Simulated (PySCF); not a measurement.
## Excited states of Ca(2+) (calcium, charge +2)

Ground state [Ar], ¹S. Calculation: PySCF 2.14, in def2-TZVP; no relativity, point nucleus. Vertical excitation energies in eV without spin-orbit coupling; excited terms of each kind are numbered among those the solver found. Frozen: [Ne].

```tsv
term	leading excitation	EOM-EE-CCSD
1 3P°	3p → d	26.153
1 3F°	3p → d	27.448
1 1D°	3p → d	29.174
1 3D°	3p → d	29.208
1 1F°	3p → d	29.299
1 1P°	3p → s	30.535
1 3S	3p → p	33.468
1 3D	3p → p	34.218
1 1D	3p → p	34.452
1 1P	3p → p	34.617
1 3P	3p → p	34.642
1 1S	3p → p	35.735
2 3S	3p → p	41.824
2 1D	3p → p	42.124
```

The solver can miss terms. Rydberg members are limited by the diffuse functions of the basis.
